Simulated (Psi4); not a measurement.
Level of theory: SAPT0/jun-cc-pVDZ, frozen core in Psi4.

Psi4 input:

```
molecule {
0 1
Br 0.71241346 -0.00000000 0.00000000
H -0.71241346 0.00000000 -0.00000000
--
0 1
C -2.57160218 2.11565881 -0.37645542
H -2.10491449 2.07148222 -1.35955646
H -3.28098870 2.94161488 -0.34811021
H -1.80559272 2.26878166 0.38250438
H -3.09491220 1.18075378 -0.18065745
units angstrom
symmetry c1
no_reorient
no_com
}
set basis jun-cc-pvdz
set scf_type df
set freeze_core true
energy('sapt0')
```

Part of the output:

```
    SAPT Results
  --------------------------------------------------------------------------------------------------------
    Electrostatics                 -1.00205495 [mEh]      -0.62879898 [kcal/mol]      -2.63089491 [kJ/mol]
      Elst10,r                     -1.00205495 [mEh]      -0.62879898 [kcal/mol]      -2.63089491 [kJ/mol]

    Exchange                        2.43365430 [mEh]       1.52714113 [kcal/mol]       6.38955850 [kJ/mol]
      Exch10                        2.43365430 [mEh]       1.52714113 [kcal/mol]       6.38955850 [kJ/mol]
      Exch10(S^2)                   2.42860365 [mEh]       1.52397180 [kcal/mol]       6.37629799 [kJ/mol]

    Induction                      -0.36943143 [mEh]      -0.23182172 [kcal/mol]      -0.96994209 [kJ/mol]
      Ind20,r                      -0.69269819 [mEh]      -0.43467468 [kcal/mol]      -1.81867885 [kJ/mol]
      Exch-Ind20,r                  0.50881110 [mEh]       0.31928378 [kcal/mol]       1.33588336 [kJ/mol]
      delta HF,r (2)               -0.18554434 [mEh]      -0.11643083 [kcal/mol]      -0.48714660 [kJ/mol]

    Dispersion                     -1.36567366 [mEh]      -0.85697316 [kcal/mol]      -3.58557570 [kJ/mol]
      Disp20                       -1.51212570 [mEh]      -0.94887320 [kcal/mol]      -3.97008548 [kJ/mol]
      Exch-Disp20                   0.14645204 [mEh]       0.09190004 [kcal/mol]       0.38450977 [kJ/mol]
      Disp20 (SS)                  -0.75606285 [mEh]      -0.47443660 [kcal/mol]      -1.98504274 [kJ/mol]
      Disp20 (OS)                  -0.75606285 [mEh]      -0.47443660 [kcal/mol]      -1.98504274 [kJ/mol]
      Exch-Disp20 (SS)              0.07893543 [mEh]       0.04953273 [kcal/mol]       0.20724495 [kJ/mol]
      Exch-Disp20 (OS)              0.06751661 [mEh]       0.04236731 [kcal/mol]       0.17726483 [kJ/mol]

  Total HF                          1.06216792 [mEh]       0.66652043 [kcal/mol]       2.78872149 [kJ/mol]
  Total SAPT0                      -0.30350574 [mEh]      -0.19045273 [kcal/mol]      -0.79685421 [kJ/mol]
```
